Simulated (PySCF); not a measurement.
F7Re, singlet, geometry from GFN2-xTB (such geometries of metal compounds can be far from the true shape) (core potentials on Re); DF-CAMB3LYP/def2-SVP in PySCF.

Here is a job for PySCF.
```python
from pyscf import gto, scf, dft

mol = gto.M(
    atom='''
Re    0.00000000    0.00000000    0.00000000
F     0.26548101    1.80612236   -0.29229660
F     0.04380752   -0.28931968   -1.74793913
F    -0.04380752    0.28931968    1.74793913
F    -1.65749255    0.80027314   -0.17400229
F     0.86031045   -1.61084100    0.28818856
F    -1.28986775   -1.31152636    0.18475728
F     1.82156884    0.31597187   -0.00664695
''',
    basis='def2-svp',
    ecp={'Re': 'def2-svp'},
    verbose=3,
)

mf = dft.RKS(mol)
mf.xc = 'camb3lyp'
mf.small_rho_cutoff = 0
mf = mf.density_fit(auxbasis='def2-universal-jkfit')
mf.kernel()
mf.analyze()
```

The log (banner, timings and long lists left out):

```
converged SCF energy = -776.511238469406
**** MO energy ****
MO #1   energy= -24.8704044723781  occ= 2
MO #2   energy= -24.8701327455238  occ= 2
MO #3   energy= -24.8190604358388  occ= 2
MO #4   energy= -24.8189251938456  occ= 2
MO #5   energy= -24.8189211425795  occ= 2
MO #6   energy= -24.8187492307972  occ= 2
MO #7   energy= -24.818746581185   occ= 2
MO #8   energy= -3.63120406350271  occ= 2
MO #9   energy= -2.18287267369586  occ= 2
MO #10  energy= -2.16977319169087  occ= 2
MO #11  energy= -2.1697730153164   occ= 2
MO #12  energy= -1.36682512533167  occ= 2
MO #13  energy= -1.33240191182474  occ= 2
MO #14  energy= -1.31391555222138  occ= 2
MO #15  energy= -1.27942071500974  occ= 2
MO #16  energy= -1.27941728889873  occ= 2
MO #17  energy= -1.27391800159397  occ= 2
MO #18  energy= -1.27391661375836  occ= 2
MO #19  energy= -0.73704177149131  occ= 2
MO #20  energy= -0.706844460871741 occ= 2
MO #21  energy= -0.706843869733177 occ= 2
MO #22  energy= -0.696515089608651 occ= 2
MO #23  energy= -0.696510804853125 occ= 2
MO #24  energy= -0.663697598626648 occ= 2
MO #25  energy= -0.605295101993162 occ= 2
MO #26  energy= -0.605294761581951 occ= 2
MO #27  energy= -0.604177833544133 occ= 2
MO #28  energy= -0.577995868878147 occ= 2
MO #29  energy= -0.577994183361885 occ= 2
MO #30  energy= -0.569395219878008 occ= 2
MO #31  energy= -0.567059072600558 occ= 2
MO #32  energy= -0.567058719190984 occ= 2
MO #33  energy= -0.541409386042282 occ= 2
MO #34  energy= -0.54140779964913  occ= 2
MO #35  energy= -0.531514050606276 occ= 2
MO #36  energy= -0.531509161229689 occ= 2
MO #37  energy= -0.507938301792026 occ= 2
MO #38  energy= -0.507935543187363 occ= 2
MO #39  energy= -0.472732272032129 occ= 2
MO #40  energy= -0.202684849687221 occ= 0
MO #41  energy= -0.20268431590257  occ= 0
MO #42  energy= -0.0787973358373785 occ= 0
MO #43  energy= -0.0787949330538067 occ= 0
MO #44  energy= 0.0229308060364843 occ= 0
MO #45  energy= 0.0673239744651859 occ= 0
MO #46  energy= 0.107157578936152  occ= 0
MO #47  energy= 0.123118596140801  occ= 0
Dipole moment(X, Y, Z, Debye): -0.00000,  0.00004, -0.00001
```
